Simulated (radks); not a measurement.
Values are calculated unless marked as measured or tabulated.
Task: Cu, 29 electrons, occupied as [Ar] 3d10 4s1. Code: a radial shooting solver on a logarithmic mesh with Libxc functionals. Model: non-relativistic Kohn-Sham, exchange-only PBE, spin-polarised, spherical densities, point nucleus; open shells are filled with parallel spins first. Some entries of the table are withheld. Estimate them.

orbital,occ.,eigenvalue (eV),<r> (bohr),<r^2> (bohr^2)
1s up,1,-8746.787,0.05290,0.003751
1s down,1,-8746.761,0.05290,0.003751
2s down,1,-1039.188,0.2387,0.06715
2s up,1,-1039.127,0.2387,0.06714
2p down,3,-911.0486,0.2078,0.05291
2p up,3,-911.0092,0.2078,0.05290
3s down,1,-110.0093,0.7220,0.6030
3s up,1,-109.9281,0.7225,0.6040
3p down,3,-70.1997,0.7534,0.6720
3p up,3,-70.1384,0.7545,0.6744
3d up,5,-4.4352,1.069,1.671
4s up,1,-4.4132,3.044,(1)
3d down,5,-4.2735,1.030,1.520
4s down,0,-3.2904,3.108,(2)

Result: 
(1) 4s up <r^2> (bohr^2): 11.00
(2) 4s down <r^2> (bohr^2): 11.58
